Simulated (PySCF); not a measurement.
Question: Write a Z-matrix for `[NH3]->[Ni](<-[NH3])([I])[I]` (trans-NiI2(NH3)2) [triplet] as optimised with PBE0-D3(BJ)/def2-SVP. (Triplet state.)

Answer: 
Z-matrix in Å and degrees, rows numbered from 1:
```
Ni
I   1  2.6191
N   1  2.0570  2   89.81
H   3  1.0214  1  109.51  2   -84.23
H   3  1.0219  1  111.88  2   157.43
H   3  1.0217  1  111.90  2    33.63
I   1  2.6216  2  176.20  3   -89.51
N   1  2.0577  2   90.43  3   177.71
H   8  1.0214  1  110.61  2  -100.80
H   8  1.0217  1  111.04  2   141.42
H   8  1.0221  1  111.59  2    18.62
```

N3 (nitrogen bonded to Ni and 3 H) is tetrahedral (angles from 106.5° to 111.9°). Ni1 (nickel bonded to 2 I and 2 N) is square planar (angles from 89.8° to 177.7°).

Method used: PBE0-D3(BJ)/def2-SVP geometry optimisation, gas phase, def2 core potentials past Kr (PySCF 2.14.0).

Point group: near Cs, missed by 0.24 Å at most; the miss may be what the optimiser left on a soft mode. No frequency check. ⟨S²⟩ = 2.005 (exact for a triplet: 2.00).

Time: 3.3 min wall. Hardware: x86-64 server, one thread, shared host. This is the geometry optimisation.

For an open-shell metal species like this, the optimisation's SCF solution wasn't tested for stability and no frequencies at its level were run, so a lower state or another shape may exist.
